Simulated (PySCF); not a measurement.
Computed IR spectrum (relative IR intensity) of a molecule C6H12. Geometry optimised at B3LYP-D3(BJ)/def2-SVP. One conformer was computed; it need not be the lowest. Method: B3LYP-D3(BJ)/def2-SVP run with PySCF. No scaling factor is applied to the harmonic values.

ν (cm⁻¹): 719 (w), 826 (w), 885 (w), 915 (w), 928 (w), 956 (vw), 979 (w), 1045 (w), 1060 (vw), 1115 (w), 1138 (vw), 1160 (vw), 1244 (vw), 1332 (w), 1359 (w), 1383 (w), 1394 (w), 1412 (w), 1436 (vw), 1467 (vw), 1479 (m), 1487 (w), 1502 (w), 3003 (s), 3020 (s), 3031 (m), 3100 (m), 3104 (m), 3107 (vs), 3115 (m), 3120 (s), 3123 (s), 3128 (m), 3217 (m) (against the strongest line: vs over 80 %, s over 45 %, m over 15 %, w over 4 %, vw less)

Q: Which structure fits?
A) CC1(C)CCC1
B) C=C(C)C(C)C
C) CCC1(C)CC1
D) CC(C)C1CC1

A: D, CC(C)C1CC1
